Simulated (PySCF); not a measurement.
These 2 structures share the formula C8H7OP. Computed with PySCF, PBE0-D3(BJ)/def2-SVP geometry optimisation, gas phase. Energies are electronic, without zero-point or thermal terms, for one conformer each. No frequencies were run at this level. Point groups hold within 0.08 Å.

Question: Order them by energy at this level, lowest first, and give relative energies in kcal/mol.
A. `Cc1oc2ccccc2p1`
B. `O=[P@@H]1C=Cc2ccccc21`

Answer: A (0.0), B (7.2).

As drawn, the higher has a P=O bond and a C=C bond outside aromatic rings, which the lower lacks.

| SMILES | E (Eh) | E rel (kcal/mol) | dipole (D) | point group | A, B, C (MHz) |
| --- | --- | --- | --- | --- | --- |
| Cc1oc2ccccc2p1 | -724.70425 | 0.0 | 1.10 | Cs | 2764, 919.5, 692.9 |
| O=[P@@H]1C=Cc2ccccc21 | -724.69273 | 7.2 | 4.53 | C1 | 2386, 992.8, 723.3 |

Q: How do the relative energies change in single points at PBE0/pcSseg-1 (no added dispersion term) on the same geometries?

A: 
```json
{"SMILES": "Cc1oc2ccccc2p1", "PBE0-D3(BJ)/def2-SVP (kcal/mol)": "0.0", "PBE0/pcSseg-1 (kcal/mol)": "0.0", "shift": "0.0"}
{"SMILES": "O=[P@@H]1C=Cc2ccccc21", "PBE0-D3(BJ)/def2-SVP (kcal/mol)": "7.2", "PBE0/pcSseg-1 (kcal/mol)": "2.3", "shift": "-4.9"}
```

Each column counts from its own lowest isomer. The order is unchanged; the largest shift is 4.9 kcal/mol.

Q: As an exercise, what shares would exp(−E/RT) give at 2000 K from these electronic energies alone (no entropy, no degeneracies)?

A: RT = 3.974 kcal/mol: Cc1oc2ccccc2p1 86.0 %, O=[P@@H]1C=Cc2ccccc21 14.0 %.
